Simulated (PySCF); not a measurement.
Start geometry of `BBCBSB` from a GFN2-xTB structure with every atom displaced at random (by about 0.01 Å) (Å):
```
atom  x, y, z in Å
B1    -2.3261    1.3507   -0.2819
B2    -1.6950   -0.0780   -0.5997
C3    -0.9092   -0.9044    0.4994
B4     0.6553   -0.8105    0.1157
S5     1.6756    0.3845    0.9405
B6     3.2505    0.2493    0.1655
H7    -1.7364    2.3723   -0.4260
H8    -3.4368    1.5267    0.0736
H9    -1.7485   -0.5842   -1.6361
H10   -1.0825   -0.5298    1.5222
H11   -1.2351   -1.9403    0.4519
H12    1.0953   -1.4816   -0.7124
H13    3.3943   -0.5191   -0.7003
H14    4.0915    0.9491    0.5501
```

What comes out of this run: PBE0-D3(BJ)/def2-SVP geometry optimisation, gas phase in PySCF?

```
atom  x, y, z in Å
B1    -2.6781    1.1701   -0.1080
B2    -1.6816   -0.1175   -0.4013
C3    -0.7380   -0.7986    0.6578
B4     0.7028   -0.6783    0.0873
S5     1.8777    0.4887    0.8485
B6     3.3715    0.2902   -0.1252
H7    -2.3002    2.3146   -0.2439
H8    -3.8326    1.0235    0.2328
H9    -1.6611   -0.5677   -1.5337
H10   -0.8615   -0.4380    1.6877
H11   -0.9945   -1.8743    0.5765
H12    1.0647   -1.3066   -0.8766
H13    3.4064   -0.4843   -1.0462
H14    4.3178    0.9641    0.1943
```

The energy falls by 29.7 kJ/mol over 11 energy and gradient evaluations, the largest force component goes from 0.0440 to 2.3e-04 Eh/bohr, and the atoms move by 0.246 Å rms after alignment. The bond that changes most is B2–H9 (three-coordinate boron to B–H hydrogen), which lengthens by 0.064 Å. Bonds longer at the end by more than 0.005 Å: 10 of 13; shorter: 2. Among the angles that change most is B1–B2–H9, from 123.6° to 117.5°. Among the dihedrals that turn most is B1–B2–C3–B4, from -106° to -121°. Rotational constants go from 6194, 1330, 1223 to 6763, 1196, 1137 MHz. The orientation of the end geometry is arbitrary; only internal coordinates are fixed.

The run used 128 basis functions and 71 SCF cycles in all.

Stationary, but not proved a minimum. The numbers are those of one conformer.
